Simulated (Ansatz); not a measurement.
Geometry optimisation, RKS PBE-D4/def2-SVP in Ansatz 0.2.0.

Input:

```yaml
crystal:
  periodic: [false, false, false]
  atoms:
    - { symbol: Al, position_ang: [-0.2545, 0.4423, 0.4224] }
    - { symbol: H, position_ang: [-1.5874, -0.6528, -0.6033] }
    - { symbol: C, position_ang: [0.8944, 1.6594, -0.6801] }
    - { symbol: O, position_ang: [-1.1444, 0.9283, 1.7203] }
    - { symbol: H, position_ang: [-1.5676, -1.6295, -0.575] }
    - { symbol: As, position_ang: [0.0411, -2.342, 0.3381] }
    - { symbol: H, position_ang: [0.3218, 2.3702, -1.2837] }
    - { symbol: H, position_ang: [1.5256, 1.0939, -1.3713] }
    - { symbol: H, position_ang: [1.5631, 2.2544, -0.0498] }
    - { symbol: H, position_ang: [-1.6355, 1.1955, 2.4843] }
    - { symbol: H, position_ang: [1.2312, -3.2637, 0.6257] }
    - { symbol: H, position_ang: [0.6123, -2.0558, -1.0274] }
basis:
  gaussian: { orbitals: def2-SVP }
hamiltonian:
  xc: pbe
  dispersion: d4
relax:
  f_tol: 0.15
  max_steps: 25
  restrain:
    - { distance: [0, 5], at: 3.7, k: 30.0 }
    - { distance: [4, 1], at: 1.92, k: 30.0 }
    - { distance: [0, 1], at: 1.52, k: 30.0 }
    - { distance: [4, 5], at: 1.5, k: 30.0 }
output:
  orbitals: {}
```

Command:

```bash
$ ansatz run input.yaml --threads 2 --pin off --max-ram 3072MiB --backend cpu --events-out ev --progress --plain --runs-dir out
```

**Question.** Where does it end, and by what steps?

**Answer.** The forces met the threshold. The restraints hold the end off the free minimum. After 20 steps the energy has fallen by 1.063 eV (the restraints' own energy left out); H11 moved furthest, 1.39 Å. Parted: Al1–As6. Joined: Al1–H2, H5–As6.

| step | energy less start (eV) | largest force component (eV/Å) | accepted |
| --- | --- | --- | --- |
| 0 | 0.0000 | 1.572 | yes |
| 1 | 0.9604 | 2.945 | yes |
| 2 | 1.5838 | 3.847 | yes |
| 3 | 1.7056 | 3.813 | yes |
| 4 | 1.1010 | 3.492 | yes |
| 5 | 0.3956 | 2.488 | yes |
| 6 | -0.0928 | 1.438 | yes |
| 7 | -0.4344 | 1.128 | yes |
| 8 | -0.6850 | 0.837 | yes |
| 9 | -0.8401 | 0.548 | yes |
| 10 | -0.9395 | 0.831 | yes |
| 11 | -0.9598 | 1.286 | yes |
| 12 | -0.9876 | 0.835 | yes |
| 13 | -1.0044 | 0.644 | yes |
| 14 | -1.0106 | 0.562 | no |
| 15 | -1.0146 | 0.604 | yes |
| 16 | -1.0246 | 0.614 | yes |
| 17 | -1.0394 | 0.634 | yes |
| 18 | -1.0616 | 0.647 | yes |
| 19 | -1.0639 | 0.690 | yes |
| 20 | -1.0633 | 0.732 | yes |

```xyz
12
Properties=species:S:1:pos:R:3
Al -0.846 0.867 0.322
H -1.772 -0.241 -0.231
C 0.727 1.523 -0.634
O -1.130 1.506 1.898
H -0.358 -1.540 -0.036
As 0.892 -2.390 0.151
H 0.439 1.939 -1.624
H 1.476 0.726 -0.835
H 1.235 2.326 -0.062
H -1.914 1.285 2.420
H 0.068 -3.683 -0.013
H 1.183 -2.317 -1.355
```

Whether the end is a true minimum wasn't checked by a vibrational analysis.

Time of the run: 49 s on 2 threads of Arm Neoverse V2 (shared host), peak memory 0.16 GiB.
